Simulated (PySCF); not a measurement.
A structure optimised at PBE-D3(BJ)/def2-SVP, used in a PySCF frequency run:

```xyz
11

B     -0.0367     0.4712     0.4026
Cl     0.9586     1.9543     0.2899
C     -1.0645     0.3390     1.5879
H     -1.6454    -0.6039     1.5817
H     -1.7761     1.1911     1.5694
H     -0.5323     0.4176     2.5593
O      0.1751    -0.4536    -0.5673
Si    -0.3949    -1.9810    -1.0129
H     -1.4871    -2.4454    -0.0892
H      0.7616    -2.9327    -0.9573
H     -0.9187    -1.8772    -2.4131
```

Question: Write its SMILES and formula.

Answer: CB(Cl)O[SiH3], CH6BClOSi

Question: What are its rotational constants (standard atomic weights)?

Answer: 5.9868, 1.4856, 1.2168 GHz
